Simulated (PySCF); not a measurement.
Atom-mapped SMILES (the numbers label the heavy atoms): `[CH2:1]=[C:2]1[CH:3]=[C:4]([CH3:5])/[C:6]1=[CH:7]\[CH3:8]`; H(Xn) means a hydrogen on atom n. Ha(C1) is cis to C3; Hb(C1) is trans to C3.

Geometry: GFN2-xTB; GIAO shifts from PySCF, gas phase, non-relativistic, averaged over equivalent atoms.

At PBE0/STO-3G (50 basis functions, 6.8 s wall time on 1 thread of an Intel Xeon Platinum 8375C, shared host):
```json
{"atoms": "C4", "δ (ppm)": "131.8"}
{"atoms": "C3", "δ (ppm)": "125.5"}
{"atoms": "C2", "δ (ppm)": "122.2"}
{"atoms": "C6", "δ (ppm)": "119.5"}
{"atoms": "C7", "δ (ppm)": "95.9"}
{"atoms": "C1", "δ (ppm)": "88.2"}
{"atoms": "C8", "δ (ppm)": "20.3"}
{"atoms": "C5", "δ (ppm)": "20.1"}
{"atoms": "H(C3)", "δ (ppm)": "6.60"}
{"atoms": "H(C7)", "δ (ppm)": "5.26"}
{"atoms": "Hb(C1)", "δ (ppm)": "4.93"}
{"atoms": "Ha(C1)", "δ (ppm)": "4.73"}
{"atoms": "H(C5)", "δ (ppm)": "1.86"}
{"atoms": "H(C8)", "δ (ppm)": "1.50"}
```

Scale: TMS for ¹³C (σref 236.17), ¹H (σref 33.02) (reference shieldings calculated alike).

Problem. Estimate the result of repeating the calculation with B3LYP/3-21G.

Solution. 
| atoms | δ at B3LYP/3-21G | change |
| --- | --- | --- |
| C4 | 142.0 | +10.2 |
| C3 | 127.6 | +2.1 |
| C2 | 132.3 | +10.1 |
| C6 | 128.3 | +8.8 |
| C7 | 98.8 | +2.9 |
| C1 | 85.6 | -2.6 |
| C8 | 16.3 | -4.0 |
| C5 | 17.8 | -2.3 |
| H(C3) | 6.59 | -0.01 |
| H(C7) | 5.37 | +0.11 |
| Hb(C1) | 4.82 | -0.11 |
| Ha(C1) | 4.70 | -0.03 |
| H(C5) | 2.31 | +0.45 |
| H(C8) | 2.01 | +0.51 |

Shifts are taken against calculated references (same method and geometry level): ¹³C (205.26 ppm) and ¹H (33.35 ppm) against TMS.

The largest change is at C4 (fully substituted alkene carbon). Cost: 92 basis functions, about 40 core-seconds. The order of the carbon signals changes between the two levels.
